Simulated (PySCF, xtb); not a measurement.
2,2-difluoro-4-methyl-1,3-dioxole (C4H4F2O2), SMILES CC1=COC(F)(F)O1.

GFN2-xTB (xtb) at its own geometry gives an orbital gap of 4.94 eV and a dipole moment of 5.05 D.

Geometry: PBE0-D3(BJ)/def2-SVP. Other conformers were not sampled.

### Question
What does PBE/def2-TZVP (PySCF) give? (An estimate is asked for; the answer gives what the named calculation found.)

### Answer
gap 4.96 eV (levels -5.51 and -0.55 eV), dipole 3.26 D.
